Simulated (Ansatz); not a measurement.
I$_{4}$Ti (SMILES [I][Ti]([I])([I])[I]), singlet, geometry from GFN2-xTB (such geometries of metal compounds can be far from the true shape) (all electrons, no relativity); Ansatz (a first-principles code) with R2SCAN/3-21G.

Ansatz was given this input:
Ansatz 0.2 input:
```yaml
crystal:
  periodic: [false, false, false]
  atoms:
    - {symbol: Ti, position_ang: [-0.00000000, 0.00000000, -0.00000000]}
    - {symbol: I, position_ang: [2.09524070, -0.59546698, -1.49603154]}
    - {symbol: I, position_ang: [0.78783176, 0.44202976, 2.48327520]}
    - {symbol: I, position_ang: [-1.17364265, 2.16819622, -0.95090116]}
    - {symbol: I, position_ang: [-1.70942982, -2.01475900, -0.03634250]}
basis:
  gaussian:
    orbitals: 3-21G.json
hamiltonian:
  xc: r2scan
scf: {lower_state_search: full}
```
The basis file holds 3-21G in the JSON format of the Basis Set Exchange.

### Question
Predict the main parts of the log of this Ansatz run.

### Answer

```
Functional definition: r2SCAN
2021 factors; their error is unknown
mean field evaluation 1: about -772992.1161 eV, gradient 4.5e1 eV
mean field evaluation 2: about -772467.1946 eV, gradient 4.5e2 eV
mean field evaluation 4: about -772577.9891 eV, gradient 4.2e2 eV
mean field evaluation 8: about -772998.9493 eV, gradient 4.3e0 eV
mean field evaluation 16: about -772944.6237 eV, gradient 1.1e2 eV
mean field evaluation 32: about -772951.5644 eV, gradient 9.9e1 eV
mean field evaluation 64: about -772983.6732 eV, gradient 2.1e1 eV
mean field evaluation 96: about -772993.2629 eV, gradient 5.3e1 eV
mean field -772999.08010412 eV, -28407.1922362314 hartree, gradient 1.1e-5 eV, S^2 0.000000; 3 other end points of the search recorded, 0 dependent functions left out
reference -772999.08012711 eV, -28407.1922370759 hartree; 117, 117 occupied and 44, 44 virtual orbitals, 2021 factors
Total energy: -772999.08012711 eV, -28407.1922370759 hartree
```
